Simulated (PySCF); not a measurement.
A structure optimised at PBE-D3(BJ)/def2-SVP, used in a PySCF frequency run:

```xyz
11

C     -2.8665     0.9340     0.0000
C     -1.4933     1.5963     0.0000
Sn     0.0812     0.1027     0.0000
Cl    -0.1219    -1.2937    -1.8987
Cl     2.2674     0.9963     0.0000
Cl    -0.1219    -1.2937     1.8987
H     -3.0158     0.2987    -0.8961
H     -3.0158     0.2987     0.8961
H     -3.6652     1.7054     0.0000
H     -1.3015     2.2151     0.8994
H     -1.3015     2.2151    -0.8994
```
Charge 0, spin multiplicity 1.

Question: Write its SMILES, formula and point group.

Answer: C[CH2][Sn]([Cl])([Cl])[Cl], C2H5Cl3Sn, Cs

Question: What are its rotational constants (standard atomic weights)?

Answer: 1.0857, 0.91425, 0.83535 GHz
